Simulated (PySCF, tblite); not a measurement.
Compound: C5H13ClSi2.
Geometry (GFN2-xTB, Å), atoms numbered from 1 in this order:
```
atom  x, y, z in Å
C1    -1.7160    0.2584   -1.8960
C2    -1.7055    0.0142   -0.5930
C3    -2.9773    0.0066    0.1993
Si4   -0.1075   -0.3481    0.3695
C5     0.0495    0.9400    1.7718
Si6    1.7483   -0.2743   -1.0263
C7     3.3156   -0.0160    0.0496
Cl8    3.3165   -1.2041    1.3835
H9    -0.8117    0.2622   -2.4830
H10   -2.6290    0.4638   -2.4365
H11   -3.8431    0.2048   -0.4297
H12   -3.1086   -0.9601    0.6831
H13   -2.9360    0.7618    0.9825
H14   -0.2996   -1.6664    1.0118
H15   -0.7757    0.8744    2.4755
H16    0.9658    0.7870    2.3346
H17    0.0673    1.9539    1.3787
H18    2.0014   -1.5053   -1.7842
H19    1.8405    0.8219   -2.0055
H20    3.3551    0.9670    0.5129
H21    4.2411   -0.1701   -0.4992
```

Computed with PBE0/pcSseg-1 in PySCF (dipole) on a GFN2-xTB geometry, gas phase.

Masses are those of the commonest isotopes; rigid-rotor values at the optimised geometry. The values belong to one conformer with, in the numbering `[CH2:1]=[C:2]([CH3:3])[Si@H:4]([CH3:5])[SiH2:6][CH2:7][Cl:8]`, C1–C2–Si4–C5 122°, C2–Si4–Si6–C7 160°, Si4–Si6–C7–Cl8 50°.

Q: Give the principal moments of inertia and the rotational constants in GHz.

A: Ia = 234.95, Ib = 867.77, Ic = 1006.18 u·Å²; 505379 MHz·u·Å²/I gives 2151, 582.4 and 502.3 MHz, that is A = 2.1510, B = 0.5824, C = 0.5023 GHz.

Q: What kind of rotor is it?

A: A near-prolate asymmetric top. Ray's parameter κ = (2B − A − C)/(A − C) = -0.903; −1 is the prolate and +1 the oblate limit.

Q: Is it planar, by Δ = Ic − Ia − Ib?

A: Not planar: Δ = Ic − Ia − Ib = -96.55 u·Å². For a rigid frame Δ = −2 Σ m c², so Σ m c² = 48.27 u·Å² lies off the ab plane: 16.86 from hydrogen and 31.42 from heavier atoms. The atom farthest from that plane is 2.11 Å away.

Q: Which lines would a microwave search look for?

A: The dipole components are |μa| = 1.23 D, |μb| = 0.49 D, |μc| = 1.40 D. The squared components, which scale the intensities, stand as 0.77 : 0.12 : 1.00 (a : b : c). Some lines, for components of 0.1 D or more:

```tsv
type	branch	J(Ka,Kc)	MHz	lower level (cm⁻¹)
b	R	2(0,2) ← 1(1,1)	598	0.089
a	R	1(0,1) ← 0(0,0)	1085	0.000
c	Q	2(1,2) ← 2(0,2)	1491	0.108
c	Q	1(1,1) ← 1(0,1)	1569	0.036
a	R	2(1,1) ← 1(1,0)	2249	0.091
b	R	4(0,4) ← 3(1,3)	2928	0.263
a	R	3(1,3) ← 2(1,2)	3132	0.158
a	R	3(2,1) ← 2(2,0)	3266	0.323
a	R	4(1,4) ← 3(1,3)	4173	0.263
c	Q	5(2,4) ← 5(1,4)	4238	0.616
a	R	4(2,3) ← 3(2,2)	4336	0.432
c	Q	4(2,3) ← 4(1,3)	4431	0.429
c	Q	3(2,2) ← 3(1,2)	4588	0.279
b	Q	3(2,1) ← 3(1,2)	4602	0.279
b	Q	3(2,2) ← 3(1,3)	5068	0.263
b	Q	5(2,4) ← 5(1,5)	5438	0.576
a	R	5(2,3) ← 4(2,2)	5475	0.578
a	R	5(1,4) ← 4(1,3)	5610	0.429
b	R	5(1,5) ← 4(0,4)	6456	0.360
c	R	2(2,1) ← 1(1,1)	7035	0.089
b	R	2(2,0) ← 1(1,1)	7038	0.089
b	R	4(2,2) ← 3(1,3)	9449	0.263
b	R	5(2,4) ← 4(1,3)	9848	0.429
b	Q	4(4,0) ← 4(3,1)	11255	0.845
c	R	3(3,0) ← 2(2,0)	11296	0.323
b	R	3(3,0) ← 2(2,1)	11299	0.323
```

Q: Estimate the classical rotational partition function at 10 K, 25 K and 200 K.

A: Point group C1, symmetry number σ = 1; q = (√π/σ)·√((kT/h)³/(ABC)), k/h = 20836.6 MHz/K: 6720 at 10 K, 26600 at 25 K, 601000 at 200 K.

Its GFN2-xTB frequencies are all real (lowest 20 cm⁻¹). No vibrational averaging or centrifugal distortion is included, and the geometry carries the error of its method. A rigid rotor knows nothing of internal rotation, which can split or shift real lines. Quadrupole hyperfine structure (35Cl) is left out.
